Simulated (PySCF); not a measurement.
H5O4Si, SMILES [Si](O)([OH2+])(O)O, charge +1.

Geometry: r2SCAN-D4/def2-SVP. Other conformers were not sampled.

Two levels are set side by side: TDDFT-PBE/def2-SVPD (PySCF) and TDDFT-LC-ωPBE/def2-SVPD (PySCF). Vertical, same geometry. The lowest singlet is HOMO→LUMO 100 % with PBE and HOMO→LUMO 70 %, HOMO→LUMO+1 14 % with the other functional; states are paired by order. Differences are taken from unrounded values.

| quantity | TDDFT-PBE |
|---|---|
| lowest singlet excitation (eV) | 6.78 |
| lowest triplet excitation (TDA) (eV) | 6.63 |
| first bright state (f over 0.05) (eV) | 8.74 |
| its oscillator strength | 0.05 |

These are the TDDFT-PBE values. What does TDDFT-LC-ωPBE give? (An estimate is asked for; the answer gives what the named calculation found.)


```csv
quantity,TDDFT-LC-ωPBE,TDDFT-PBE minus TDDFT-LC-ωPBE
lowest singlet excitation (eV),8.99,-2.22
lowest triplet excitation (TDA) (eV),8.51,-1.89
first bright state (f over 0.05) (eV),9.62,-0.88
its oscillator strength,0.09,-0.04
```

A lower first singlet is the usual sign of a functional without exact exchange. Differences between two approximate levels are no errors against the true value.

Rough cost on one machine, each run with all the roots and properties that it gave: TDDFT-LC-ωPBE against TDDFT-PBE about 6 times.
